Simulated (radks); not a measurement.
Valence configurations of Os3+ (all share [Xe]). Method: scalar-relativistic Kohn-Sham, PBEsol, spin-polarised, spherical densities, finite nucleus; open shells are filled with parallel spins first (spin-orbit coupling, left out, can overturn this in heavy ions); Fermi nuclear charge, rms radius 5.4126 fm; computed with a radial shooting solver on a logarithmic mesh with Libxc functionals. Energies are relative to 4f14 5d5; eigenvalues in eV for spin up.

valence           E (eV)  moment (Bohr magnetons)    e(4f)    e(5d)    e(6p)    e(6s)
4f14 5d5           0.000                        5  -82.874  -36.473        -        -
4f14 5d4 6p1      14.706                        5  -88.286  -40.260  -24.729        -
4f14 5d4.5 6s0.5   2.659                        5  -84.834  -37.772        -  -32.233
4f13 5d5 6p1      66.174                        7  -99.610  -42.450  -25.172        -
4f14 5d3 6p2      31.092                        5  -93.741  -43.938  -26.674        -
4f12 5d5 6p2      145.74                        9  -117.10  -48.593  -27.553        -
4f13 5d6          53.721                        5  -94.176  -38.087        -        -
4f14 5d4.5 6p0.5   7.147                        5  -85.573  -38.379  -23.672        -
4f12 5d4 6p3      167.83                        9  -122.89  -52.500  -29.344        -
4f14 5d4 6s1       5.542                        5  -86.818  -39.067        -  -33.072

NIST lists [Xe] 4f14 5d5 as the ground configuration; this level of theory agrees among the configurations tried. The energies are those of spherical high-spin densities, not of single terms.
